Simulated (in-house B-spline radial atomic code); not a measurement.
Atomic self-consistent-field run: Ta+ (with a hole in an inner shell). Computed with an all-electron radial atomic-structure program (B-spline basis): Dirac-Hartree-Fock, average of the jj configuration, Fermi nucleus of rms radius 5.3507 fm.

In the input, a minus or plus after the letter marks the j = l - 1/2 or j = l + 1/2 subshell.

Command:
```bash
python run_scf.py task.json out
```
Settings (nuclear radius in fm, mass in u):
```
Z                73
configuration    1s2 2s2 2p6 3s2 3p6 3d10 4s2 4p-1 4p+4 4d10 4f14 5s2 5p6 5d3 6s2
hamiltonian      dirac
method           hf
spin_polarised   False
nucleus          fermi
rms_radius       5.3507
atomic_mass      180.948
speed_of_light   137.035999084
```

Output (hartree, bohr):
```
 radial grid: 81 intervals, B-splines of order 8, outer radius 60 bohr

 iter        energy (Eh)    residual
    1      -15598.215632    6.02e-01
    2      -15598.936625    3.79e-02
    3      -15598.953119    1.06e-02
    4      -15598.954647    5.06e-03
    5      -15598.955198    7.92e-04
    6      -15598.955214    2.62e-04
    7      -15598.955215    1.49e-04
    8      -15598.955215    3.35e-05
    9      -15598.955215    4.43e-06
   10      -15598.955215    8.06e-07
   11      -15598.955215    1.00e-07

 total energy                    -15598.95522
 kinetic                           17495.3087
 electron-nucleus                 -38851.7353
 electron-electron                  5757.4714

 first-order corrections (not in the total)
   Gaunt                            18.2683
   retardation                      -1.9334
   frequency dependence             -0.3119
   self-energy                      13.2935
   Uehling                          -2.4572
   Wichmann-Kroll                    0.0956
   recoil                            0.0294

 orbital      occ     eigenvalue          <r>       <r^2>       <1/r>       r_max    small
 1s1/2      2.000     -2494.4015    0.0186618 0.000478662     85.3954     0.01168  7.56e-02
 2s1/2      2.000      -434.4024    0.0782769   0.0073068     20.7595     0.06699  1.71e-02
 2p1/2      2.000      -414.2601    0.0649495  0.00524574     20.6792     0.04999  1.71e-02
 2p3/2      4.000      -367.5150     0.072738  0.00644211     17.4917     0.05668  1.55e-02
 3s1/2      2.000      -102.4594     0.203747   0.0476058     7.63424      0.1885  5.64e-03
 3p1/2      2.000       -93.4950     0.194262   0.0439906     7.52586       0.177  5.55e-03
 3p3/2      4.000       -83.3298     0.208377    0.050409     6.71713      0.1905  5.11e-03
 3d3/2      4.000       -68.4950       0.1829   0.0393075     6.59042      0.1497  4.97e-03
 3d5/2      6.000       -66.3081      0.18735   0.0411173     6.39536      0.1535  4.84e-03
 4s1/2      2.000       -22.5606     0.458014    0.236818     3.18456       0.429  1.82e-03
 4p1/2      1.000       -19.0574     0.466293    0.248095     3.06698      0.4302  1.73e-03
 4p3/2      4.000       -16.5643     0.494964    0.278602     2.80488      0.4576  1.58e-03
 4d3/2      4.000       -10.3363     0.514719    0.307102     2.58238      0.4563  1.38e-03
 4d5/2      6.000       -10.0334     0.524441    0.318489     2.52031      0.4651  1.34e-03
 4f5/2      6.000        -2.2893     0.600974    0.446877     2.08222      0.4366  9.59e-04
 4f7/2      8.000        -2.2541     0.606759    0.455185     2.05985      0.4414  9.44e-04
 5s1/2      2.000        -3.7657      1.09403     1.34335     1.22233      0.9862  3.93e-04
 5p1/2      2.000        -2.5301      1.20232     1.63905     1.11088       1.061  3.39e-04
 5p3/2      4.000        -2.1825      1.29465     1.89802     1.00749       1.133  2.84e-04
 5d3/2      1.200        -0.7083      1.83152     3.93698    0.707616       1.451  1.45e-04
 5d5/2      1.800        -0.6851       1.8804     4.14776    0.686257       1.489  1.36e-04
 6s1/2      2.000        -0.5422      3.04896     10.4757    0.412697        2.64  5.12e-05
```

Run time, properties included: 1.9 s on 1 thread of Arm Neoverse V1, with other jobs on the host.

For the Dirac Hamiltonian the kinetic term is c α·p + (β - 1)c².
